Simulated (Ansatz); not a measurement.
Program: Ansatz. Geometries: PBE0-D4/def2-TZVP. ΔE: electronic, gas phase. CCSD(T)/CBS adds triple-zeta CCSD(T) − MP2 to the extrapolated MP2 energy (def2 sets, frozen cores). This one scheme is used for every species. Functionals use def2-TZVPP. B3LYP here is the variant with VWN-RPA as its local correlation; programs differ in this. Each species was taken in one conformer, which may not be the lowest.

`C=N[SiH2]S` + `OCS` → `OCS[SiH2]S` + `C=N`  (ligand exchange at the Si–N bond)

Is it downhill or uphill in electronic energy at CCSD(T)/CBS, and by how much? (Estimate.)

Computed: Downhill: ΔE = -8.6 kcal/mol.

What do these levels give: PBE-D4, r2SCAN-D4, ωB97X-V, B2PLYP, B3LYP, HF/def2-TZVPP, MP2/def2-TZVPP, CCSD/def2-TZVPP, CCSD(T)/def2-TZVPP, HF/def2-QZVPP, MP2/def2-QZVPP, CCSD/CBS(def2)? (An estimate is asked.)

Computed: PBE-D4 -11.3, r2SCAN-D4 -9.6, ωB97X-V -7.9, B2PLYP -6.9, B3LYP -6.3, HF/def2-TZVPP -2.6, MP2/def2-TZVPP -8.3, CCSD/def2-TZVPP -6.9, CCSD(T)/def2-TZVPP -8.1, HF/def2-QZVPP -2.2, MP2/def2-QZVPP -8.5, CCSD/CBS(def2) -7.4 kcal/mol.

Largest T1 diagnostic among the species: 0.013.

The D4 term adds −2.1 kcal/mol with B3LYP and −1.2 kcal/mol with PBE0; it sums over pairs of atoms, weighted by their polarisabilities, and B3LYP, whose exchange is more repulsive, gets the larger term. From PBE to PBE0 (25 % exact exchange), in def2-TZVPP and without D4, ΔE moves by +0.9 kcal/mol.
